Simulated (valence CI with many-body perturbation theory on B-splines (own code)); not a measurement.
**E1 transitions of Ru10+**

Level of theory: valence CI with perturbative core correlation (CI+MBPT): six valence electrons over a frozen Dirac-Fock core [Ar] 3d10, a basis of 9 s, 9 p, 8 d, 6 f, 3 g, 1 h functions for each j, with the one-electron correlation potential Σ1, the two-electron term Σ2, the three-electron term Σ3, Breit, model QED; selected CI, second order for the rest, scaled by the run's own slope (own B-spline code, finite nucleus).

No measured spectrum was set against this ion. As an estimate, levels hold to about 250 cm⁻¹ or 0.2 % of their energy and the worst to 1 %, as in measured heavy ions of charge 2 to 7; those with d or f electrons hold less well. Among the levels kept, up to 1500 cm⁻¹ of a level comes from second order outside the variational space, and about a tenth of that is noise between levels of different J, which matters for small intervals.

Lines 1 to 50 of 85 in falling wavelength, among levels below 510920 cm⁻¹, chosen from the strongest by gf and those to the six lowest levels. Wavelengths and rates use the calculated energies, so an error of 800 cm⁻¹ moves a line at 500.8 Å by 0.4 % and its rate by three times that or more. Electric multipoles are in the length gauge, E1 and E2 with the static RPA response of the core. Weak lines are less certain than strong ones. Lines between different terms over intervals too small for the method are left out, as are lines whose strength nearly cancels. The highest levels of a list are the least certain.

Names give the largest LS component (configuration and term), which can be under half, so a name can repeat, a term be missing and a line seem to break the LS rules; names also repeat where a configuration has a term twice. Letters in brackets count levels of one name in rising energy.

| λ vac (Å) | Upper | Lower | A (s⁻¹) | log gf | Branch % |
| --- | --- | --- | --- | --- | --- |
| 500.8 | 4s 4p5 3P°_1 | 4s2 4p4 1S_0 | 8.71e+07 | -2.01 | 1.4 |
| 436.7 | 4s 4p5 3P°_2 | 4s2 4p4 1D_2 | 3.84e+08 | -1.26 | 7.7 |
| 407.2 | 4s 4p5 3P°_2 | 4s2 4p4 3P_1 | 1.06e+09 | -0.88 | 21.2 |
| 405.9 | 4s 4p5 3P°_1 | 4s2 4p4 1D_2 | 1.30e+08 | -2.02 | 2.0 |
| 388.5 | 4s 4p5 1P°_1 | 4s2 4p4 1S_0 | 7.63e+08 | -1.29 | 5.2 |
| 380.2 | 4s 4p5 3P°_1 | 4s2 4p4 3P_1 | 1.15e+09 | -1.13 | 17.8 |
| 367.7 | 4s 4p5 3P°_1 | 4s2 4p4 3P_0 | 1.54e+09 | -1.03 | 23.9 |
| 363.3 | 4s 4p5 3P°_2 | 4s2 4p4 3P_2 | 3.56e+09 | -0.45 | 71.1 |
| 358.9 | 4s 4p5 3P°_0 | 4s2 4p4 3P_1 | 5.57e+09 | -0.97 | 100.0 |
| 342.9 | 4s2 4p3 4d 5D°_1 | 4s2 4p4 1S_0 | 5.49e+05 | -4.54 | 0.0 |
| 341.7 | 4s 4p5 3P°_1 | 4s2 4p4 3P_2 | 3.52e+09 | -0.73 | 54.9 |
| 328.8 | 4s 4p5 1P°_1 | 4s2 4p4 1D_2 | 1.24e+10 | -0.22 | 84.2 |
| 312.2 | 4s2 4p3 4d 3D°_1 [a] | 4s2 4p4 1S_0 | 5.32e+06 | -3.63 | 0.9 |
| 311.8 | 4s 4p5 1P°_1 | 4s2 4p4 3P_1 | 1.69e+08 | -2.13 | 1.1 |
| 303.3 | 4s 4p5 1P°_1 | 4s2 4p4 3P_0 | 8.25e+06 | -3.47 | 0.1 |
| 296.6 | 4s2 4p3 4d 5D°_2 | 4s2 4p4 1D_2 | 6.67e+06 | -3.36 | 1.0 |
| 296.4 | 4s2 4p3 4d 5D°_3 | 4s2 4p4 1D_2 | 5.25e+06 | -3.32 | 1.4 |
| 295.6 | 4s2 4p3 4d 5D°_1 | 4s2 4p4 1D_2 | 2.99e+07 | -2.93 | 2.1 |
| 285.4 | 4s 4p5 1P°_1 | 4s2 4p4 3P_2 | 1.39e+09 | -1.29 | 9.4 |
| 284.4 | 4s2 4p3 4d 3D°_2 [a] | 4s2 4p4 1D_2 | 6.43e+07 | -2.41 | 5.5 |
| 282.8 | 4s2 4p3 4d 5D°_0 | 4s2 4p4 3P_1 | 7.42e+08 | -2.05 | 100.0 |
| 282.7 | 4s2 4p3 4d 5D°_2 | 4s2 4p4 3P_1 | 3.44e+05 | -4.69 | 0.0 |
| 282.3 | 4s2 4p3 4d 3D°_1 [b] | 4s2 4p4 1S_0 | 1.83e+08 | -2.18 | 2.0 |
| 281.7 | 4s2 4p3 4d 5D°_1 | 4s2 4p4 3P_1 | 2.22e+08 | -2.10 | 15.3 |
| 274.8 | 4s2 4p3 4d 5D°_1 | 4s2 4p4 3P_0 | 1.22e+08 | -2.38 | 8.4 |
| 274.1 | 4s2 4p3 4d 3D°_3 [a] | 4s2 4p4 1D_2 | 2.22e+06 | -3.76 | 1.3 |
| 273.1 | 4s2 4p3 4d 3P°_1 | 4s2 4p4 1S_0 | 1.00e+08 | -2.47 | 0.5 |
| 272.5 | 4s2 4p3 4d 3D°_1 [a] | 4s2 4p4 1D_2 | 1.02e+07 | -3.47 | 1.7 |
| 271.6 | 4s2 4p3 4d 3D°_2 [a] | 4s2 4p4 3P_1 | 2.37e+07 | -2.88 | 2.0 |
| 270.7 | 4s2 4p3 4d 3F°_2 [a] | 4s2 4p4 1D_2 | 4.54e+04 | -5.60 | 0.0 |
| 267.5 | 4s2 4p3 4d 3F°_3 [a] | 4s2 4p4 1D_2 | 5.47e+07 | -2.39 | 14.9 |
| 262.1 | 4s2 4p3 4d 3G°_3 | 4s2 4p4 1D_2 | 2.22e+08 | -1.80 | 9.9 |
| 260.8 | 4s2 4p3 4d 5D°_2 | 4s2 4p4 3P_2 | 6.91e+08 | -1.45 | 99.0 |
| 260.7 | 4s2 4p3 4d 3D°_1 [a] | 4s2 4p4 3P_1 | 6.87e+07 | -2.68 | 11.1 |
| 260.6 | 4s2 4p3 4d 5D°_3 | 4s2 4p4 3P_2 | 3.79e+08 | -1.57 | 98.6 |
| 260.0 | 4s2 4p3 4d 5D°_1 | 4s2 4p4 3P_2 | 1.08e+09 | -1.48 | 74.2 |
| 259.1 | 4s2 4p3 4d 3F°_2 [a] | 4s2 4p4 3P_1 | 8.49e+06 | -3.37 | 1.2 |
| 258.2 | 4s2 4p3 4d 1S°_0 | 4s2 4p4 3P_1 | 2.93e+07 | -3.53 | 100.0 |
| 254.7 | 4s2 4p3 4d 3D°_1 [a] | 4s2 4p4 3P_0 | 6.90e+07 | -2.70 | 11.2 |
| 251.3 | 4s2 4p3 4d 3D°_2 [a] | 4s2 4p4 3P_2 | 1.08e+09 | -1.29 | 92.5 |
| 251.0 | 4s2 4p3 4d 1P°_1 | 4s2 4p4 1S_0 | 8.84e+08 | -1.60 | 0.6 |
| 249.4 | 4s2 4p3 4d 3D°_1 [b] | 4s2 4p4 1D_2 | 1.88e+09 | -1.28 | 20.2 |
| 247.0 | 4s2 4p3 4d 3S°_1 | 4s2 4p4 1S_0 | 7.47e+08 | -1.69 | 0.5 |
| 246.3 | 4s2 4p3 4d 1D°_2 | 4s2 4p4 1D_2 | 7.28e+08 | -1.48 | 20.0 |
| 243.3 | 4s2 4p3 4d 3D°_3 [a] | 4s2 4p4 3P_2 | 1.71e+08 | -1.97 | 98.7 |
| 242.2 | 4s2 4p3 4d 3P°_1 | 4s2 4p4 1D_2 | 4.30e+09 | -0.95 | 22.8 |
| 242.0 | 4s2 4p3 4d 3D°_1 [a] | 4s2 4p4 3P_2 | 4.64e+08 | -1.91 | 75.2 |
| 240.6 | 4s2 4p3 4d 3F°_2 [a] | 4s2 4p4 3P_2 | 6.91e+08 | -1.52 | 98.8 |
| 239.5 | 4s2 4p3 4d 3D°_1 [b] | 4s2 4p4 3P_1 | 8.62e+07 | -2.65 | 0.9 |
| 238.2 | 4s2 4p3 4d 3D°_2 [b] | 4s2 4p4 1D_2 | 1.71e+06 | -4.14 | 0.1 |
